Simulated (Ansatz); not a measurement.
One change: `BC#CF` becomes `FC#[C][AlH2]`.

Ansatz, PBE0-D4/def2-TZVP geometries, multiplicity 1. 

```tsv
property	`BC#CF`
HOMO energy (PBE/def2-TZVPP) / eV	-6.67
LUMO energy (PBE/def2-TZVPP) / eV	-3.14
LUMO energy (PBE0/def2-TZVPP) / eV	-2.21
size of the dipole moment (ωB97M-V/def2-TZVPP) / D	0.61
ideal-gas entropy at 298 K and 1 bar (rigid rotor, harmonic PBE0-D4/def2-TZVP) / J/(mol·K)	275
zero-point energy (PBE0-D4/def2-TZVP) / kJ/mol	84.0
```

(1) Give the same properties after the change, and the shifts. (An estimate is asked.)

Answers

(1) Computed: 
| property | `FC#[C][AlH2]` | shift |
| --- | --- | --- |
| HOMO energy (PBE/def2-TZVPP) / eV | -6.69 | -0.02 |
| LUMO energy (PBE/def2-TZVPP) / eV | -2.52 | 0.62 |
| LUMO energy (PBE0/def2-TZVPP) / eV | -1.77 | 0.44 |
| size of the dipole moment (ωB97M-V/def2-TZVPP) / D | 0.15 | -0.46 |
| ideal-gas entropy at 298 K and 1 bar (rigid rotor, harmonic PBE0-D4/def2-TZVP) / J/(mol·K) | 297 | 22 |
| zero-point energy (PBE0-D4/def2-TZVP) / kJ/mol | 65.8 | -18.2 |

Dipoles are sizes alone; their direction can turn.
